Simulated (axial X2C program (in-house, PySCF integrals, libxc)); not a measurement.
Worked dissociation energy of Br₂⁻: HF, spin-free

All values were computed with an in-house relativistic program for diatomic molecules. Spin-free means the one-electron spin-free X2C Hamiltonian. Basis: Br dyall-acv3z [9s10p7d5f1g] (cores contracted in-house); Gaussian nuclei, density fitting, unrestricted open shells. Masses: Br 78.918 u.

Molecular state: M_S = 1/2, Λ = 0 (beyond evenly filled blocks: σα).

| Property | Result |
| --- | --- |
| E(Br-) (2M_S = 0, M_L = 0) | -2604.589215 hartree |
| E(Br) (2M_S = 1, M_L = 0) | -2604.503296 hartree |
| E(Br₂⁻) at Re | -5209.114981 hartree |
| ωe | 151.6 cm⁻¹ |
| ωexe | 0.68 cm⁻¹ |

(1) Work out De and D0.

Occupations by symmetry block were frozen at the best pattern of an incomplete PBE0 search. Dissociation energies refer to the lowest single-determinant-based atoms at the same level and basis. Spin-free De lacks the spin–orbit lowering of the heavy p-block atom, a tenth of an eV or more for 4p and 5p, up to an eV for 6p and one to two eV for 7p atoms, less what an open-shell molecule gains itself. Hartree–Fock gets electron affinities wrong, so its lowest charge split need not be the true one.

Hartree–Fock lacks correlation and underbinds, often by eV.

The levels of this run spread widely (ωe from 127 to 166 cm⁻¹), so these constants depend on the method.

Each atomic determinant is the lowest at this level and need not be a pure term. Totals compare only within one Hamiltonian and basis.

Answers

(1) De = -2604.589215 + (-2604.503296) − (-5209.114981) = 0.02247 hartree = 0.611 eV. The zero-point energy is ωe/2 − ωexe/4 = 76 cm⁻¹ = 0.009 eV, so D0 = 0.602 eV.
